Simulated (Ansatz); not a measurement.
Isolated molecules relaxed with PBE0-D4/def2-TZVP in Ansatz; ΔE leaves out vibrations. CBS: MP2 limit from def2 TZ/QZ plus the TZ coupled-cluster correction, frozen cores. This one scheme is used for every species. Functionals use def2-TZVPP. B3LYP here is the variant with VWN-RPA as its local correlation; programs differ in this. For Ge outer-core shells are correlated without core-valence functions, which leaves a few kJ/mol of doubt a bond. Scalar relativity is left out up to krypton. One conformer a species, not always the lowest.

`[OH][GeH]([F])[SH]` → `OF` + `[SH][GeH]`  (germylene formation by 1,1-elimination)

Problem. Is it downhill or uphill in electronic energy at CCSD(T)/CBS, and by how much? (Estimate.)

Solution. Ansatz gave: Uphill: ΔE = +150.3 kcal/mol.

Problem. What do these levels give: LDA (SPW92), B97M-V, B3LYP-D4, PBE-QIDH, B3LYP, RPA@PBE/def2-TZVPP, MP2/def2-SVP, CCSD/def2-SVP, CCSD(T)/def2-SVP, HF/def2-TZVPP, MP2/CBS(def2), CCSD/CBS(def2)? (Estimate.)

Solution. Computed: LDA (SPW92) 148.5, B97M-V 147.8, B3LYP-D4 141.6, PBE-QIDH 157.0, B3LYP 139.4, RPA@PBE/def2-TZVPP 140.5, MP2/def2-SVP 156.2, CCSD/def2-SVP 146.3, CCSD(T)/def2-SVP 144.7, HF/def2-TZVPP 155.7, MP2/CBS(def2) 160.2, CCSD/CBS(def2) 151.5 kcal/mol.

Largest T1 diagnostic among the species: 0.015.

The D4 term adds +2.2 kcal/mol with B3LYP and +1.2 kcal/mol with PBE0; it sums over pairs of atoms, weighted by their polarisabilities, and B3LYP, whose exchange is more repulsive, gets the larger term. From r2SCAN to r2SCAN0 (25 % exact exchange), in def2-TZVPP and without D4, ΔE moves by +4.6 kcal/mol.
